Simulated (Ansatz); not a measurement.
```yaml
crystal:
  periodic: [false, false, false]
  atoms:
    - {symbol: S, position_ang: [-0.574316, 1.252720, -2.161115]}
    - {symbol: Zr, position_ang: [-0.157752, -0.038551, 0.001253]}
    - {symbol: S, position_ang: [2.405293, -0.135889, 0.197628]}
    - {symbol: S, position_ang: [-0.921478, -2.178748, -0.036457]}
    - {symbol: S, position_ang: [-0.894542, 1.407775, 1.981583]}
    - {symbol: H, position_ang: [-1.886374, 1.177287, -1.559123]}
    - {symbol: H, position_ang: [2.377696, -1.044461, -0.722059]}
    - {symbol: H, position_ang: [-0.109927, -2.425268, 1.082923]}
    - {symbol: H, position_ang: [-0.351732, 2.294603, 1.306950]}
basis:
  gaussian: {orbitals: cc-pVTZ-DK, fitting: {mean_field: cc-pVTZ-jkfit}}
hamiltonian: {xc: {name: HF}}
correlation: {method: mp2, frozen_orbitals: {S: 9}}
output: {forces: true}
```

```sh
$ ansatz run in.yaml --threads 2 --pin off --events-out ev --progress --plain --max-ram 32768MiB --backend cpu
```

It prints (some lines left out):

```
Functional definition: HF
Error: "frozen_orbitals" has no count for Zr
```

Q: Something in this input is off. What?

A: Frozen orbitals are typed for one element alone, and the program wants a count for each. The input was rejected before any iteration.
